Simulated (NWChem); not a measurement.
System: germylsilane (GeSiH₆); SMILES [SiH3][GeH3]

```xyz
8

Si     0.0000     0.0000    -1.5615
Ge     0.0000     0.0000     0.8216
H     -0.1043     1.3996    -2.0759
H      1.2643    -0.6095    -2.0759
H     -1.1599    -0.7902    -2.0759
H     -1.2995     0.6270     1.3618
H      0.1067    -1.4389     1.3618
H      1.1928     0.8118     1.3618
```
Atoms are numbered in this order, from 1.

Level: PBE0/def2-SVP (NWChem), optimised geometry, unscaled harmonic frequencies. 

Q: List the harmonic frequencies with IR intensities, and the thermochemistry.

A: 
```json
[
 {"frequency (cm⁻¹)": "120", "IR intensity (km/mol)": "0.0"},
 {"frequency (cm⁻¹)": "357", "IR intensity (km/mol)": "0.5"},
 {"frequency (cm⁻¹)": "364", "IR intensity (km/mol)": "17.3"},
 {"frequency (cm⁻¹)": "364", "IR intensity (km/mol)": "17.3"},
 {"frequency (cm⁻¹)": "595", "IR intensity (km/mol)": "0.0"},
 {"frequency (cm⁻¹)": "595", "IR intensity (km/mol)": "0.0"},
 {"frequency (cm⁻¹)": "785", "IR intensity (km/mol)": "353.9"},
 {"frequency (cm⁻¹)": "882", "IR intensity (km/mol)": "89.9"},
 {"frequency (cm⁻¹)": "889", "IR intensity (km/mol)": "24.4"},
 {"frequency (cm⁻¹)": "889", "IR intensity (km/mol)": "24.4"},
 {"frequency (cm⁻¹)": "937", "IR intensity (km/mol)": "45.8"},
 {"frequency (cm⁻¹)": "937", "IR intensity (km/mol)": "45.8"},
 {"frequency (cm⁻¹)": "2148", "IR intensity (km/mol)": "70.4"},
 {"frequency (cm⁻¹)": "2154", "IR intensity (km/mol)": "99.0"},
 {"frequency (cm⁻¹)": "2154", "IR intensity (km/mol)": "99.0"},
 {"frequency (cm⁻¹)": "2226", "IR intensity (km/mol)": "54.8"},
 {"frequency (cm⁻¹)": "2238", "IR intensity (km/mol)": "99.0"},
 {"frequency (cm⁻¹)": "2238", "IR intensity (km/mol)": "99.0"}
]
```

| Quantity | Value |
|---|---|
| zero-point energy | 29.8 kcal/mol |
| thermal correction to the enthalpy at 298.15 K (with zero-point energy) | 33.7 kcal/mol |
| heat capacity Cv | 17.8 cal/(mol K) |
| entropy at 298.15 K and 1 atm (symmetry number 3) | 69.9 cal/(mol K) |
| dipole moment | 0.03 D |

Rigid rotor and harmonic oscillator.
